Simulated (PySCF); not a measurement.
PySCF input (M06-2X/6-31G* with LANL2DZ past Ar (5d)):

```python
from pyscf import gto, dft

mol = gto.M(
    atom='''
    Si    0.04723400   -0.02930400    0.99259500
    I     1.12228200    1.76295100   -0.13286700
    I    -1.13475900   -1.75521000   -0.12932800
    ''',
    basis={'default': '6-31g*', 'I': 'lanl2dz'},
    ecp={'I': 'lanl2dz'},
    charge=1,
    spin=1,
    verbose=4,
)

mf = dft.UKS(mol, xc='m062x')
mf.grids.level = 4
mf.conv_tol = 1e-9
mf.max_cycle = 100
mf.max_memory = 1500
mf.kernel()
if not mf.converged:
    mf = mf.newton()
    mf.kernel(mf.make_rdm1())
mo, _, stable, _ = mf.stability(return_status=True)
if not stable:
    mf.kernel(mf.make_rdm1(mo, mf.mo_occ))
    stable = mf.stability(return_status=True)[2]
mf.dip_moment()
```

From the output:

```
  HOMO = -0.499150862967  LUMO = -0.362035203347  gap/eV = 3.73111
cycle= 4 E= -311.824834146689  delta_E= -0.0103  |g|= 0.0181  |ddm|= 0.173
  alpha nocc = 14  HOMO = -0.502654269861434  LUMO = -0.287138519778178
  beta  nocc = 13  HOMO = -0.523198144414201  LUMO = -0.356396642082098
  HOMO = -0.502654269861  LUMO = -0.356396642082  gap/eV = 3.97987
cycle= 5 E= -311.825512147926  delta_E= -0.000678  |g|= 0.00694  |ddm|= 0.0554
  alpha nocc = 14  HOMO = -0.503946393170819  LUMO = -0.2874280908036
  beta  nocc = 13  HOMO = -0.523709476510351  LUMO = -0.354134747995516
  HOMO = -0.503946393171  LUMO = -0.354134747996  gap/eV = 4.07658
cycle= 6 E= -311.825741672732  delta_E= -0.00023  |g|= 0.00338  |ddm|= 0.0351
  alpha nocc = 14  HOMO = -0.504391921720405  LUMO = -0.287190963501549
  beta  nocc = 13  HOMO = -0.524120286239239  LUMO = -0.351408396522004
  HOMO = -0.50439192172  LUMO = -0.351408396522  gap/eV = 4.16289
cycle= 7 E= -311.825835421804  delta_E= -9.37e-05  |g|= 0.00091  |ddm|= 0.032
  alpha nocc = 14  HOMO = -0.504511012651525  LUMO = -0.286981607126425
  beta  nocc = 13  HOMO = -0.524247111955154  LUMO = -0.351267791105569
  HOMO = -0.504511012652  LUMO = -0.351267791106  gap/eV = 4.16996
cycle= 8 E= -311.825840399991  delta_E= -4.98e-06  |g|= 0.000259  |ddm|= 0.00601
  alpha nocc = 14  HOMO = -0.504510711488562  LUMO = -0.286866226187703
  beta  nocc = 13  HOMO = -0.52427632387866  LUMO = -0.351061188302756
  HOMO = -0.504510711489  LUMO = -0.351061188303  gap/eV = 4.17557
cycle= 9 E= -311.82584088647  delta_E= -4.86e-07  |g|= 0.000105  |ddm|= 0.00224
  alpha nocc = 14  HOMO = -0.504510734918304  LUMO = -0.286834562346725
  beta  nocc = 13  HOMO = -0.524278157239537  LUMO = -0.351061926053568
  HOMO = -0.504510734918  LUMO = -0.351061926054  gap/eV = 4.17555
cycle= 10 E= -311.82584092549  delta_E= -3.9e-08  |g|= 6.81e-05  |ddm|= 0.000398
  alpha nocc = 14  HOMO = -0.504511173175553  LUMO = -0.286808621423935
  beta  nocc = 13  HOMO = -0.524277361084291  LUMO = -0.351064868461432
  HOMO = -0.504511173176  LUMO = -0.351064868461  gap/eV = 4.17549
cycle= 11 E= -311.825840942652  delta_E= -1.72e-08  |g|= 1.68e-05  |ddm|= 0.000283
  alpha nocc = 14  HOMO = -0.504512591468252  LUMO = -0.286796607530841
  beta  nocc = 13  HOMO = -0.524280050416848  LUMO = -0.351061965256886
  HOMO = -0.504512591468  LUMO = -0.351061965257  gap/eV = 4.17560
cycle= 12 E= -311.825840944356  delta_E= -1.7e-09  |g|= 3.33e-06  |ddm|= 0.000115
  alpha nocc = 14  HOMO = -0.504512494082359  LUMO = -0.286795834017068
  beta  nocc = 13  HOMO = -0.524279445426358  LUMO = -0.351060497290707
  HOMO = -0.504512494082  LUMO = -0.351060497291  gap/eV = 4.17564
cycle= 13 E= -311.825840944373  delta_E= -1.65e-11  |g|= 1.79e-06  |ddm|= 1.34e-05
  alpha nocc = 14  HOMO = -0.504512282373044  LUMO = -0.286795197768292
  beta  nocc = 13  HOMO = -0.524279756901331  LUMO = -0.351060450548394
  HOMO = -0.504512282373  LUMO = -0.351060450548  gap/eV = 4.17564
Extra cycle  E= -311.825840944374  delta_E= -1.25e-12  |g|= 1.97e-06  |ddm|= 6.64e-06
converged SCF energy = -311.825840944374  <S^2> = 0.75783991  2S+1 = 2.0078246
uhf_internal: lowest eigs of H = [0.13899673 0.14900965 0.15245684]
<class 'pyscf.dft.uks.UKS'> wavefunction is stable in the internal stability analysis

WARN: System has nonzero charge 1; the dipole moment is origin-dependent.
Location of origin: [0. 0. 0.]

Dipole moment(X, Y, Z, Debye):  0.09559, -0.05930,  2.00954
```

The dipole moment of an ion depends on the origin.

The geometry given is a B3LYP-D3(BJ)/def2-TZVP minimum.
